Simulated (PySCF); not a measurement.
C4H10OSi.
Atom-mapped SMILES: `[CH2:1]=[CH:2][O:3][SiH:4]([CH3:5])[CH3:6]` (hydrogens: H7, H8 on C1; H9 on C2; H10 on Si4; H11, H12, H13 on C5; H14, H15, H16 on C6)

The calculation used core-valence-separated Tamm–Dancoff BHandHLYP/aug-pcX-1 (pcseg-1 on H, def2-SVPD on Si) in PySCF, non-relativistic, gas phase, PBE0-D3(BJ)/def2-SVP geometry. Absolute energies from this functional tend to lie a few eV below measured edges; no shift was applied.

List the carbon K-edge absorption lines.

| E (eV) | f | core hole on | main final orbital | polarisation |
| --- | --- | --- | --- | --- |
| 282.90 | 0.0534 | C1 | LUMO+4 (58 %) | normal to the local trigonal plane |
| 284.37 | 0.0709 | C2 | LUMO+4 (66 %) | normal to the local trigonal plane |
| 285.09 | 0.0048 | C5 | LUMO (63 %) | – |
| 285.13 | 0.0044 | C6 | LUMO (57 %) | – |
| 285.40 | 0.0098 | C1 | LUMO+2 (61 %) | in the local trigonal plane |
| 285.81 | 0.0293 | C5 | spread | – |
| 285.83 | 0.0205 | C1 | spread | in the local trigonal plane |
| 285.88 | 0.0638 | C5/C6 | spread (2 roots, f summed) | – |
| 285.93 | 0.0302 | C6 | spread | – |
| 286.36 | 0.0075 | C5/C6 | spread (2 roots, f summed) | – |
| 286.58 | 0.0038 | C1 | spread | mixed |
| 286.60 | 0.0050 | C5/C6 | spread (2 roots, f summed) | – |
| 286.74 | 0.0035 | C1 | spread | mixed |
| 286.94 | 0.0022 | C5 | spread | – |
| 286.97 | 0.0050 | C1 | LUMO (36 %) | in the local trigonal plane |
| 287.01 | 0.0025 | C6 | spread | – |

The first line with a tenth or more of the strongest one's intensity is at 282.90 eV (f = 0.053), with the hole on C1 (terminal =CH2 carbon), polarised normal to the local trigonal plane: a 1s→π* resonance. The strongest listed is at 284.37 eV (f = 0.071; C2, 1s→π*).

List the oxygen K-edge absorption lines.

```csv
E (eV),f,core hole on,main final orbital
533.08,0.0155,O3,LUMO+4 (68 %)
533.67,0.0076,O3,LUMO+10 (30 %)
534.32,0.0090,O3,LUMO (53 %)
534.58,0.0016,O3,LUMO+1 (68 %)
534.80,0.0024,O3,LUMO+3 (65 %)
535.04,0.0007,O3,LUMO+2 (56 %)
535.45,0.0102,O3,spread
```

The first line with a tenth or more of the strongest one's intensity is at 533.08 eV (f = 0.016), with the hole on O3 (silyl ether oxygen). It is also the strongest listed.

Roots within 0.03 eV whose holes lie on the same, on equivalent or on shared atoms are summed into one line, and the highest roots are left out, as the search may have cut off their partners. Final orbitals are the ground state's empty Kohn–Sham orbitals. A dash: too weak, shared between unlike atoms, or no plane or axis to refer to.

What is the summed oscillator strength of the listed C K lines, and their intensity-weighted mean energy?

Σf = 0.317 over 16 lines from 282.90 to 287.01 eV; the weighted mean is 285.07 eV. The strongest line holds 22 % of the sum.

Only the lowest roots of each edge were sought.

The run took 21 s wall on one thread, Arm Neoverse V1 (aarch64), on a shared host, and the process peaked at 0.91 GiB of memory.

The values belong to the conformer `[CH2:1]=[CH:2][O:3][SiH:4]([CH3:5])[CH3:6]`: C1–C2–O3–Si4 164°, C2–O3–Si4–C5 -79°.
